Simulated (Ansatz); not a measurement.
Reaction (formal exchange of groups at the Si–Si bond): `N[C@H]1O[Si@@H]1[SiH3]` + `[SnH4]` → `[SiH3][SnH3]` + `NC1O[SiH2]1`

Computed with Ansatz on PBE0-D4/def2-TZVP structures; ΔE is electronic, products minus reactants. CCSD(T)/CBS is the MP2 limit (def2-TZVPP, def2-QZVPP) plus CCSD(T) − MP2 in def2-TZVPP, frozen cores. DFT in def2-TZVPP. Elements past krypton have def2 core potentials. For Sn outer-core shells are correlated without core-valence functions, which leaves a few kJ/mol of doubt a bond. One conformer a species, not always the lowest.

Is it downhill or uphill in electronic energy at CCSD(T)/CBS, and by how much? (An estimate is asked.)

The calculation gave: Downhill: ΔE = -6.9 kcal/mol.

What do these levels give: BLYP, r2SCAN0, CAM-B3LYP, LC-ωPBE, CCSD/def2-SVP, MP2/def2-QZVPP? (Estimate.)

Computed: BLYP -5.8, r2SCAN0 -5.9, CAM-B3LYP -5.9, LC-ωPBE -5.2, CCSD/def2-SVP -6.2, MP2/def2-QZVPP -7.8 kcal/mol.

What do rigid-rotor, harmonic-oscillator terms from PBE0-D4/def2-TZVP frequencies (298.15 K, 1 bar) make of the CCSD(T)/CBS value? (Estimate.)

The calculation gave: ΔZPE = +0.9 kcal/mol, ΔH = -6.3 kcal/mol, ΔS = 14 J/(mol·K), ΔG = -7.3 kcal/mol.

Largest T1 diagnostic among the species: 0.015.

From BLYP to BHLYP (50 % exact exchange), in def2-TZVPP and without D4, ΔE moves by −0.7 kcal/mol. Leaving LDA and LC-ωPBE aside and taking each functional with its dispersion term where it has one, the values, not all of them listed here, spread over 3.5 kcal/mol, from BHLYP-D4 to B97M-V.
